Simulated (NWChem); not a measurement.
System: C$_{4}$H$_{7}$Cl; SMILES C[C@@H]1C[C@H]1Cl

```xyz
12

C      0.6863     2.2575     0.0717
C      0.0986     0.9678    -0.4345
C     -1.2903     0.5280    -0.0494
C     -0.0964    -0.1917     0.4883
Cl     0.2615    -1.8254    -0.0644
H      1.7870     2.2229     0.0710
H      0.3574     2.4693     1.1010
H      0.3751     3.1071    -0.5562
H      0.3999     0.6847    -1.4488
H     -1.8644     1.1453     0.6487
H     -1.8897     0.0095    -0.8017
H      0.1607    -0.0675     1.5437
```
Atoms are numbered in this order, from 1.

Program: NWChem. Pople sets run with spherical d functions. Coordinates come from a PBE0/def2-SVP optimisation. No frequency run checked for a minimum. Absolute isotropic GIAO shieldings of the H sites, static isolated molecule, three-fold rotors averaged.

| row | σ, B3LYP/6-31G* (ppm) | σ, KT2/pcSseg-1 (ppm) |
|---|---|---|
| H12 | 29.74 | 28.81 |
| H6 (rotor mean) | 31.04 | 30.09 |
| H9 | 31.04 | 30.39 |
| H11 | 31.22 | 30.46 |
| H10 | 31.44 | withheld |

Q: Fit a straight line of the last column on the one before it, predict the withheld value, and compare with the run.

A: 
1. Means of the 4 shown rows: x = 30.760, y = 29.938. Slope Σ(x − x̄)(y − ȳ)/Σ(x − x̄)² = 1.560/1.409 = 1.107; intercept -4.114.
2. The shown rows scatter about the line by 0.106 (root mean square); the largest residual is -0.16, at H6 (rotor mean).
3. At x = 31.44 (H10; beyond the shown range) the line gives 30.69.
4. The run gives 30.66, -0.03 from the line, 0.3 times the scatter.
